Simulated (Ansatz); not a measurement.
Calculated with Ansatz (gas phase, PBE0-D4/def2-TZVP geometries, no zero-point term in ΔE). CCSD(T)/CBS adds triple-zeta CCSD(T) − MP2 to the extrapolated MP2 energy (def2 sets, frozen cores). This one scheme is used for every species. DFT in def2-TZVPP. B3LYP here is the variant with VWN-RPA as its local correlation; programs differ in this. HSE06 is defined as in plane-wave codes. Each species was taken in one conformer, which may not be the lowest.

Reaction (hydrogenolysis of the Si–C bond): `CN[SiH](C)O` + H₂ → `CN[SiH2]O` + CH₄

`CN[SiH](C)O`:

Cartesian coordinates in Å:
```
C -0.064 0.584 1.833
N 0.878 0.259 0.786
Si 0.496 -0.027 -0.856
C -0.850 -1.278 -1.126
O -0.087 1.329 -1.602
H -0.273 -0.262 2.499
H 0.286 1.420 2.450
H -1.014 0.894 1.391
H 1.803 0.034 1.110
H 1.791 -0.465 -1.449
H -0.553 -2.256 -0.740
H -1.769 -0.977 -0.616
H -1.079 -1.380 -2.189
H 0.436 2.124 -1.489
```

H₂:

```xyz
2

H     0.104    0.196    0.300
H    -0.104   -0.196   -0.300
```

`CN[SiH2]O`:

```xyz
11

C    -1.003   -0.336    1.165
N    -0.702    0.412   -0.035
Si    0.569    0.076   -1.120
O     2.073    0.650   -0.753
H    -0.585    0.114    2.075
H    -0.588   -1.344    1.077
H    -2.082   -0.445    1.307
H    -1.126    1.327   -0.059
H     0.252    0.741   -2.403
H     0.634   -1.409   -1.204
H     2.558    0.215   -0.050
```

CH₄:

Cartesian coordinates in Å:
```
C 0.000 0.000 0.000
H -0.928 -0.200 0.535
H 0.848 -0.242 0.640
H 0.041 1.054 -0.275
H 0.039 -0.612 -0.901
```

| level | ΔE (kcal/mol) | difference from CCSD(T)/CBS |
| --- | --- | --- |
| LDA (SPW92) | -3.5 | 0.6 |
| PBE-D4 | -3.8 | 0.3 |
| revPBE-D4 | -2.7 | 1.4 |
| BLYP-D4 | -4.3 | -0.2 |
| r2SCAN-D4 | -3.6 | 0.5 |
| B97M-V | -4.9 | -0.8 |
| PBE0-D4 | -4.2 | -0.1 |
| B3LYP-D4 | -4.8 | -0.7 |
| r2SCANh-D4 | -3.8 | 0.3 |
| r2SCAN0-D4 | -4.0 | 0.1 |
| HSE06-D4 | -4.3 | -0.2 |
| BHLYP-D4 | -5.6 | -1.5 |
| CAM-B3LYP-D4 | -5.3 | -1.2 |
| ωB97X-V | -4.6 | -0.5 |
| ωB97M-V | -4.0 | 0.1 |
| PBE-QIDH | -4.8 | -0.7 |
| PBE | -5.4 | -1.3 |
| revPBE | -6.3 | -2.2 |
| BLYP | -7.5 | -3.4 |
| r2SCAN | -4.0 | 0.1 |
| B3LYP | -7.3 | -3.2 |
| r2SCANh | -4.2 | -0.1 |
| r2SCAN0 | -4.6 | -0.5 |
| HSE06 | -5.6 | -1.5 |
| BHLYP | -7.6 | -3.5 |
| CAM-B3LYP | -6.7 | -2.6 |
| LC-ωPBE | -5.3 | -1.2 |
| RPA@PBE/def2-TZVPP | -5.2 | -1.1 |
| HF/def2-SVP | -10.9 | -6.8 |
| MP2/def2-SVP | -6.3 | -2.2 |
| CCSD/def2-SVP | -8.1 | -4.0 |
| HF/def2-TZVPP | -9.7 | -5.6 |
| MP2/def2-TZVPP | -3.7 | 0.4 |
| SCS-MP2/def2-TZVPP | -5.2 | -1.1 |
| CCSD/def2-TZVPP | -5.6 | -1.5 |
| CCSD(T)/def2-TZVPP | -4.7 | -0.6 |
| HF/def2-QZVPP | -9.6 | -5.5 |
| SCS-MP2/def2-QZVPP | -4.9 | -0.8 |
| HF/CBS(def2) | -9.6 | -5.5 |
| CCSD/CBS(def2) | -5.0 | -0.9 |
| CCSD(T)/CBS | -4.1 | 0 |

**Question.** What do rigid-rotor, harmonic-oscillator terms from PBE0-D4/def2-TZVP frequencies (298.15 K, 1 bar) make of the CCSD(T)/CBS value? (Best estimate.)

**Answer.** Computed: ΔZPE = +3.9 kcal/mol, ΔH = -1.0 kcal/mol, ΔS = 14 J/(mol·K), ΔG = -2.0 kcal/mol.

Largest T1 diagnostic among the species: 0.011.

The D4 term adds +2.5 kcal/mol with B3LYP and +1.4 kcal/mol with PBE0; it sums over pairs of atoms, weighted by their polarisabilities, and B3LYP, whose exchange is more repulsive, gets the larger term. Leaving LDA and LC-ωPBE aside and taking each functional with its dispersion term where it has one, the values, not all of them listed here, spread over 3.4 kcal/mol, from B2PLYP to revPBE-D4. LDA lies +1.9 kcal/mol from PBE without D4. In def2-TZVPP, CCSD(T) changes the Hartree–Fock value by +4.9 kcal/mol (the triples alone add +0.9 kcal/mol) and MP2 by +5.9 kcal/mol.
